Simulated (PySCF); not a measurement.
**Shifts of the heteroatoms**

Numbering as in the mapped SMILES `[CH2:1]=[C:2]([CH3:3])/[C:4]([SiH3:5])=[CH:6]\[SiH3:7]`; H(Xn) means a hydrogen on atom n. Ha(C1) is cis to C3; Hb(C1) is trans to C3.

Theoretical values (PySCF 2.14): GFN2-xTB geometry, shieldings: GIAO PBE0/pcSseg-1. One computed conformer, isolated molecule, averaged over atoms made equivalent by symmetry, fast rotation or ring inversion, non-relativistic.

Where does ²⁹Si resonate?

Answers


| atoms | environment | σ (ppm) | δ (ppm) |
| --- | --- | --- | --- |
| Si5 | silicon bonded to C, 3 H | 417.4 | -63.1 |
| Si7 | silicon bonded to C, 3 H | 436.5 | -78.8 |

Shieldings were converted by a linear fit to measured shifts: ²⁹Si (scatter 8.9 ppm rms, 25.8 ppm with the 6 outliers that the fit left out vs TMS, solution or neat liquid). A few per cent of atoms miss by over 2 rms, more outside the fitted compound classes.

On a 300 MHz spectrometer ²⁹Si resonates near 59.6 MHz, so 1 ppm is 59.6 Hz.
